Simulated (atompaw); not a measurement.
lutetium (Lu) PAW (atompaw): all-electron and pseudo phase curves

```
Element                 : Lu
Generator               : atompaw 4.2.0.5
Type                    : PAW
Functional              : PBE
Relativity              : scalar-relativistic
Frozen core             : [Kr] 4d10
Valence charge          : 25
Reference configuration : 4f13 5s2 5p6 5d2 6s2 6p0
Partial waves           : 5s (bound): rc 1.40 bohr; 6s (bound): rc 3.00 bohr; 5p (bound): rc 2.40 bohr; 6p (bound, empty): rc 3.00 bohr; 5d (bound): rc 3.00 bohr; 5d channel at 2.05 Ry: rc 3.00 bohr; 4f (bound): rc 1.20 bohr; 4f channel at -0.05 Ry: rc 1.20 bohr
Local potential         : troulliermartins scheme with l = 4 at 0 Ry, radius 2.05 bohr
Core correction         : smooth core density matched at 2.20 bohr
Augmentation charge     : besselshape compensation charge, radius 2.30 bohr; PAW radius 3.00 bohr; waves and projectors: custom polynom vanderbiltortho
```

The phase is arctan(r·u′/u) with u = r·R(r), unwrapped; energies in Ry, scanned from -7 to 5 Ry. A pole is an energy at which the radial function vanishes at the test radius. The pseudo phase is shifted by a multiple of π to meet the all-electron one at the reference energy, and phase errors are pseudo minus all-electron; the curves can meet again beyond the range given. Levels narrower than the energy grid can be missing from the lists of poles.

| channel | radius (bohr) | reference energy (Ry) | poles, all-electron | poles, pseudo | unbroken range about the reference energy with phases within 0.05 rad | phase error 1 Ry above the reference energy (rad) |
| --- | --- | --- | --- | --- | --- | --- |
| s | 3.01 | -0.37 | -4.78, 1.41 | -4.78, 1.21, 4.08 | below 1.6 | -0.014 |
| p | 3.01 | -0.10 | -2.51, 2.70 | -2.51, 2.06 | below 1.4 | -0.044 |
| d | 3.01 | -0.21 | 0.27, 5.00 | 0.27, 4.92 | the whole range | -0.000 |
| f | 3.01 | -1.23 | -1.22, 3.07 | -1.22, 3.08 | below 4.8 | +0.000 |

Phases in the d channel:

| E (Ry) | all-electron | pseudo |
| --- | --- | --- |
| -7.00 | 1.444 | 1.444 |
| -6.76 | 1.442 | 1.442 |
| -6.52 | 1.440 | 1.440 |
| -6.28 | 1.437 | 1.437 |
| -6.04 | 1.434 | 1.434 |
| -5.80 | 1.431 | 1.431 |
| -5.56 | 1.428 | 1.428 |
| -5.32 | 1.425 | 1.425 |
| -5.08 | 1.422 | 1.422 |
| -4.84 | 1.418 | 1.418 |
| -4.60 | 1.414 | 1.414 |
| -4.36 | 1.409 | 1.409 |
| -4.12 | 1.404 | 1.404 |
| -3.88 | 1.399 | 1.399 |
| -3.64 | 1.393 | 1.393 |
| -3.40 | 1.387 | 1.386 |
| -3.16 | 1.379 | 1.379 |
| -2.92 | 1.371 | 1.371 |
| -2.68 | 1.361 | 1.361 |
| -2.44 | 1.349 | 1.349 |
| -2.20 | 1.336 | 1.336 |
| -1.96 | 1.319 | 1.319 |
| -1.72 | 1.298 | 1.298 |
| -1.48 | 1.270 | 1.270 |
| -1.24 | 1.230 | 1.230 |
| -1.00 | 1.167 | 1.167 |
| -0.76 | 1.048 | 1.048 |
| -0.52 | 0.734 | 0.734 |
| -0.28 | -0.423 | -0.423 |
| -0.04 | -1.292 | -1.292 |
| 0.20 | -1.531 | -1.531 |
| 0.44 | -1.642 | -1.642 |
| 0.68 | -1.717 | -1.717 |
| 0.92 | -1.783 | -1.783 |
| 1.16 | -1.854 | -1.854 |
| 1.40 | -1.944 | -1.944 |
| 1.64 | -2.078 | -2.079 |
| 1.88 | -2.314 | -2.314 |
| 2.12 | -2.780 | -2.780 |
| 2.36 | -3.492 | -3.492 |
| 2.60 | -4.007 | -4.008 |
| 2.84 | -4.266 | -4.267 |
| 3.08 | -4.405 | -4.407 |
| 3.32 | -4.491 | -4.492 |
| 3.56 | -4.549 | -4.551 |
| 3.80 | -4.591 | -4.594 |
| 4.04 | -4.625 | -4.628 |
| 4.28 | -4.652 | -4.655 |
| 4.52 | -4.674 | -4.678 |
| 4.76 | -4.694 | -4.699 |
| 5.00 | -4.713 | -4.718 |
